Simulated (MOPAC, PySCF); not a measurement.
C$_{3}$H$_{3}$N, SMILES `C(#C)N=C`, neutral singlet in the gas phase. 

Cartesian coordinates (Å):
```xyz
7

C      0.7426     1.7971     0.4871
C      0.5720     0.6202     0.2952
N      0.5067    -0.6870     0.0571
C     -0.5868    -1.3239     0.1546
H      0.8783     2.8373     0.6597
H     -0.5806    -2.3911    -0.0519
H     -1.5322    -0.8526     0.4352
```
Charge 0, spin multiplicity 1.

All levels are single points at this geometry (PBE0-D3(BJ)/def2-TZVP); Pople sets use spherical d functions. Orbital energies aren't observables, and empty levels follow the basis.

PBE/6-31G* in PySCF gives dipole (D) = 1.59.

Task: Estimate the dipole (D) from each of these levels: TPSSh-D3(BJ)/def2-TZVP in PySCF; B3LYP/6-31G* in PySCF; BP86/6-31G* in PySCF; M06-2X/6-31G* in PySCF; SVWN5/6-31G* in PySCF; HF/6-31G* in PySCF; AM1 in MOPAC; PM6 in MOPAC.

Result: 
```tsv
level	dipole (D)
TPSSh-D3(BJ)/def2-TZVP in PySCF	1.75
B3LYP/6-31G* in PySCF	1.71
BP86/6-31G* in PySCF	1.60
M06-2X/6-31G* in PySCF	1.83
SVWN5/6-31G* in PySCF	1.61
HF/6-31G* in PySCF	2.22
AM1 in MOPAC	1.86
PM6 in MOPAC	2.11
```
